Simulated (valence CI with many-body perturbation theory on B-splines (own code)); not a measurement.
## Ladder of approximations for Tl XXXIII

Computed by configuration interaction combined with many-body perturbation theory (CI+MBPT): three valence electrons over a frozen Dirac-Fock core [Kr] 4d10, a basis of 8 s, 8 p, 9 d, 9 f, 6 g, 3 h, 2 i functions for each j, with the one-electron correlation potential Σ1, the two-electron term Σ2, the three-electron term Σ3, Breit, model QED; selected CI, second order for the rest (own B-spline code, finite nucleus).

No measured spectrum was set against this ion. As an estimate, large intervals hold to a few tenths of a per cent, small ones and those within an open d or f shell to about a per cent. Core correlation moves these levels by up to 7300 cm⁻¹, and in measured spectra 5 to 20 % of such shifts remained as error; rates that hang on mixing are uncertain with them. The list stops below the first excitations out of the core.

Each rung adds one term. CI alone is the Dirac-Coulomb CI over the frozen core; QED comes last and gives the full result, which names the levels. Energies are above (4f5/2^3) J=9/2 on the same rung, in cm⁻¹.

Levels are named by their leading jj configuration (3d3/2^4 stands for four electrons in 3d with j = 3/2), which in mixed levels can hold well under half, so a name can repeat and another be missing. Letters in brackets count levels of one name in rising energy.

```
                     Level  CI alone    + Σ1    + Σ2    + Σ3  + Breit    Full
(4f5/2^2 4f7/2) J=11/2 [a]     41936   42650   43682   43774    41563   41752
           (4f5/2^3) J=3/2     45535   45670   42252   42643    43701   43709
           (4f5/2^3) J=5/2     69294   69628   66141   66330    67009   67060
     (4f5/2^2 4f7/2) J=9/2     70008   70734   70639   70318    68600   68773
    (4f5/2^2 4f7/2) J=13/2     72393   73432   74366   74476    70680   70944
 (4f5/2^2 4f7/2) J=5/2 [a]     84948   85722   83254   83374    82530   82709
 (4f5/2^2 4f7/2) J=3/2 [a]     84187   85011   83010   84079    83250   83442
 (4f5/2^2 4f7/2) J=7/2 [a]     86551   87385   86356   86042    84409   84604
(4f5/2^2 4f7/2) J=15/2 [a]     95593   96773   97061   97124    92285   92573
 (4f5/2^2 4f7/2) J=7/2 [b]    102860  103802  100936  101146    99978  100192
(4f5/2 4f7/2^2) J=13/2 [a]    116179  117453  117653  117626   113646  113960
(4f5/2^2 4f7/2) J=11/2 [b]    117799  118966  117072  117547   114391  114655
 (4f5/2 4f7/2^2) J=9/2 [a]    118830  120173  118796  118830   115799  116117
     (4f5/2^2 4f7/2) J=1/2    120876  121820  117780  118951   118078  118275
 (4f5/2^2 4f7/2) J=3/2 [b]    121872  122879  118392  119064   118102  118317
 (4f5/2^2 4f7/2) J=5/2 [b]    126024  126883  122130  122741   122354  122524
 (4f5/2 4f7/2^2) J=9/2 [b]    134568  135981  134326  134270   131011  131353
 (4f5/2 4f7/2^2) J=7/2 [a]    134199  135745  135500  135188   132047  132426
(4f5/2^2 4f7/2) J=15/2 [b]    137601  139069  138019  138219   132991  133347
(4f5/2 4f7/2^2) J=11/2 [a]    143597  144950  143742  143352   139655  139978
 (4f5/2 4f7/2^2) J=3/2 [a]    145384  146813  144961  145910   143612  143954
 (4f5/2 4f7/2^2) J=5/2 [a]    155233  156839  155414  155809   152736  153121
(4f5/2 4f7/2^2) J=11/2 [b]    165248  166981  165014  165427   160825  161237
 (4f5/2 4f7/2^2) J=9/2 [c]    166669  168280  164841  164995   161630  161998
     (4f5/2 4f7/2^2) J=1/2    168499  170122  166749  167893   165204  165585
 (4f5/2 4f7/2^2) J=7/2 [b]    175271  176758  171670  172054   169798  170128
(4f5/2 4f7/2^2) J=13/2 [b]    176659  178315  175872  176873   171809  172194
 (4f5/2 4f7/2^2) J=3/2 [b]    179892  181650  177547  178346   175470  175875
    (4f5/2 4f7/2^2) J=17/2    184449  186144  183016  183316   176898  177289
          (4f7/2^3) J=15/2    187530  189638  189584  189622   183198  183720
           (4f7/2^3) J=9/2    189570  191703  191791  191553   186511  187041
```

(1) How does the ionisation energy move along the ladder, and which term matters most?

Answers

(1) CI alone 1205.5, + Σ1 1209.3, + Σ2 1216.0, + Σ3 1216.0, + Breit 1215.8, + QED 1215.9 eV. The largest step is Σ2, 6.6 eV. NIST lists 1230 ± 60 eV (theoretical).
